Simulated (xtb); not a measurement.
disilazane (H$_{7}$NSi$_{2}$), singlet, geometry from GFN2-xTB. Base run: GFN0-xTB run with xtb.

The xtb input:
```
$ xtb mol.xyz --gfn 0 --json

# file mol.xyz
10

Si     1.49303295    -0.29467355     0.37775681
N      0.07177708    -0.11245754    -0.59500001
Si    -1.52266963     0.35803387    -0.10940318
H      2.60085977    -0.44841929    -0.56612732
H      1.61644865     0.91435503     1.18804151
H      1.41022821    -1.47096761     1.25316965
H      0.11743383    -0.57014488    -1.49085173
H     -2.18929653    -0.69189990     0.67169837
H     -2.25767966     0.60314487    -1.35098125
H     -1.38552039     1.56409001     0.70310006
```

Variants of this job, named by their change:

```tsv
change	ΔE vs base (kcal/mol)	HOMO-LUMO gap (eV)
base	0.000	5.81
file = coord	0.000	5.81
acc = 0.0001	0.000	5.81
acc = 30	0.000	5.81
etemp = 10000	(withheld)	5.81
acc = 1000	0.000	5.81
```

Question: Some entries are withheld; supply them.

Answer: 
- etemp = 10000, ΔE vs base (kcal/mol): -9.69
